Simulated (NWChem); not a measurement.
System: CH$_{4}$MgO; SMILES C[O][MgH]

The following NWChem deck was run.

```
start job
memory heap 200 mb stack 900 mb global 1100 mb
geometry units angstroms noautosym nocenter noautoz
  Mg     0.000000     0.000000    -1.405020
  H      0.000000     0.000000    -3.103364
  O      0.000000     0.000000     0.365649
  C      0.000000     0.000000     1.750269
  H      0.624798    -0.811425     2.160126
  H      0.390316     0.946804     2.160126
  H     -1.015114    -0.135378     2.160126
end
basis spherical
  * library pcsseg-1
end
dft
  xc pbe0
  iterations 150
end
property
  shielding 5 1 2 3 4 5
end
task dft property
```

Structure relaxed at the B3LYP/6-31G* (spherical d) level.

GIAO values for the isolated, static molecule; σ is the absolute isotropic shielding, δ = σ(reference) − σ with the isolated reference molecule computed at the same levels (13C: tetramethylsilane, 1H: tetramethylsilane, 17O: water).

Atoms are numbered as in the input.

Task: Give the results of this calculation. (PBE0/pcSseg-1, GIAO.) Quantities: σ Mg1 (ppm); δ H2 (ppm); δ O3 (ppm); δ C4 (ppm); δ H5 (ppm).

Result: 
```
Property     Value
-----------  -----
σ Mg1 (ppm)  522.4
δ H2 (ppm)    4.59
δ O3 (ppm)   -29.9
δ C4 (ppm)    56.6
δ H5 (ppm)    3.95
```
